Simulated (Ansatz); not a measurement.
C2H4InN (`[CH3][InH][C]#N`) at its PBE0-D4/def2-TZVP geometry, where that method's forces vanish. Charge 0, multiplicity 1. In: def2 effective core potential.

```tsv
atom	x (Å)	y (Å)	z (Å)
C1	-0.7088	-0.2705	1.1995
In2	0.9166	0.0995	-0.1276
C3	0.2823	0.4055	-2.1575
N4	-0.0819	0.5673	-3.2412
H5	-1.4115	0.5625	1.1426
H6	-0.3739	-0.3942	2.2280
H7	-1.2315	-1.1728	0.8773
H8	2.6086	0.2027	0.0789
```

(1) For each bond, give half the difference of the two atoms' forces along it (eV/Å; positive pushes the atoms apart) under PBE-D4, r2SCAN-D4, B3LYP-D4, ωB97M-V in def2-TZVPP. (Estimate.)

Answers

(1) Computed: 
```tsv
bond	length (Å)	PBE-D4	r2SCAN-D4	B3LYP-D4	ωB97M-V
C1–In2	2.131	0.05	0.05	0.22	0.01
C1–H5	1.091	0.10	-0.02	-0.08	-0.04
C1–H6	1.089	0.09	-0.03	-0.09	-0.05
C1–H7	1.091	0.10	-0.02	-0.08	-0.04
In2–C3	2.149	-0.67	-0.23	0.10	0.15
In2–H8	1.708	0.03	-0.06	-0.06	-0.09
C3–N4	1.155	1.44	0.52	-0.02	-0.24
```

B3LYP here is the variant with VWN-RPA as its local correlation; programs differ in this.
